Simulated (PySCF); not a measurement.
# Dipole response of Mn (manganese, neutral)

[Ar] 3d5 4s2, high-spin 6S determinant. All numbers are calculated (PySCF 2.14, the non-relativistic Hamiltonian (point nucleus), in aug-cc-pVTZ). Coupled (time-dependent) response in atomic units; α is the mean over directions.

| method | mean α (bohr³) | C₆ (like pair) | S(−4) |
| --- | --- | --- | --- |
| BLYP | 68.88 | 643.1 | 2636 |
| B3LYP | 71.15 | 672.2 | 2794 |

S(−4) is the Cauchy moment in α(ω) = α(0) + S(−4) ω² + …

Reference α: 68 ± 9 bohr³ (recommended; Schwerdtfeger and Nagle, table of static dipole polarizabilities (2023 update)). Published C₆: 552.0 (Chu and Dalgarno (2004); Tang, Norbeck and Certain (1976)).

α(iu) at BLYP:

```json
{"u (hartree)": "0", "α(iu) (bohr³)": "68.88"}
{"u (hartree)": "0.0500", "α(iu) (bohr³)": "62.99"}
{"u (hartree)": "0.100", "α(iu) (bohr³)": "50.79"}
{"u (hartree)": "0.200", "α(iu) (bohr³)": "30.18"}
{"u (hartree)": "0.300", "α(iu) (bohr³)": "19.09"}
{"u (hartree)": "0.500", "α(iu) (bohr³)": "9.837"}
{"u (hartree)": "0.750", "α(iu) (bohr³)": "5.746"}
{"u (hartree)": "1.00", "α(iu) (bohr³)": "3.940"}
{"u (hartree)": "1.50", "α(iu) (bohr³)": "2.313"}
{"u (hartree)": "2.00", "α(iu) (bohr³)": "1.571"}
{"u (hartree)": "3.00", "α(iu) (bohr³)": "0.8858"}
{"u (hartree)": "5.00", "α(iu) (bohr³)": "0.4044"}
```
